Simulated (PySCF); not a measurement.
C5H4F2.
SMILES: `C#CC(=C)C(F)F`

Jobs on this species (11 atoms, 52 electrons) with PySCF (density fitting). Hardware of each: one thread, Intel Xeon 6975P-C (x86_64), no GPU, shared host. Times come from a shared host and carry two figures at best. Peak memory is the resident size of the whole Python process, interpreter and libraries included.

Task: Rank these jobs by wall time, shortest first.
A. PBE0/STO-3G; shieldings, charges and field gradients; 39 basis functions
B. PBE0/def2-SVP; shieldings, charges and field gradients; 118 basis functions
C. PBE0/pcSseg-2; shieldings, charges and field gradients; 308 basis functions
D. PBE/pcSseg-1; shieldings; 139 basis functions

Result: A (2.3 s), B (6.4 s), D (15 s), C (30 s).

All jobs:

```tsv
level and settings	work	basis functions	SCF cycles	wall time	peak memory
PBE0/STO-3G	shieldings, charges and field gradients	39	13	2.3 s	0.50 GiB
HF/pcSseg-1	shieldings	139	13	4.3 s	0.73 GiB
PBE0/def2-SVP	shieldings, charges and field gradients	118	15	6.4 s	0.62 GiB
B97-2/pcSseg-1	shieldings	139	15	9.0 s	0.73 GiB
PBE0/pcSseg-1	shieldings	139	14	9.6 s	0.73 GiB
wB97X-D/pcSseg-1	shieldings	139	14	11 s	0.73 GiB
PBE/pcSseg-1	shieldings	139	15	15 s	0.73 GiB
PBE0/aug-cc-pVDZ	shieldings, charges and field gradients	197	15	15 s	0.94 GiB
PBE0/pcSseg-2	shieldings, charges and field gradients	308	14	30 s	1.2 GiB
```

Task: What do all jobs in the table cost together?

Result: About 1.7 min; the longest takes about 29 % of that, and about 13 times as long as the shortest.
